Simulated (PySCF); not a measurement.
**From computed data to an observable: oscillator strength and radiative lifetime**

C8H9N3O2, SMILES COc1nnc(-c2cccn2C)o1.

Coordinates come from a PBE0-D3(BJ)/def2-SVP optimisation. This is a generated structure with no PubChem entry under its InChIKey; it may be hypothetical. One conformer was computed; it need not be the lowest.

TDA-B3LYP/def2-SVP in PySCF puts the first singlet state with f over 0.02 at 4.96 eV (vertical), with the transition dipole (0.657, -2.404, 0.000) in atomic units.

Problem. Find the oscillator strength, the wavelength and the radiative lifetime that this transition would have in vacuum if emission retraced absorption.

Solution. 
|μ|² = 6.2109 au, so |μ| = 6.33 D. ΔE = 4.96/27.211 = 0.1823 hartree. f = (2/3) ΔE |μ|² = 0.755 (the program prints 0.754).
λ = 1239.84/4.96 = 250 nm; ν = 40005 cm⁻¹.
Einstein's coefficient A = 0.6670 ν² f s⁻¹ (ν in cm⁻¹) = 8.1e8 s⁻¹, so τ = 1/A = 1.2 ns. This state is S1. The figure is the radiative limit of this one transition; relaxation, internal conversion, crossing to triplets and a medium change what is measured.
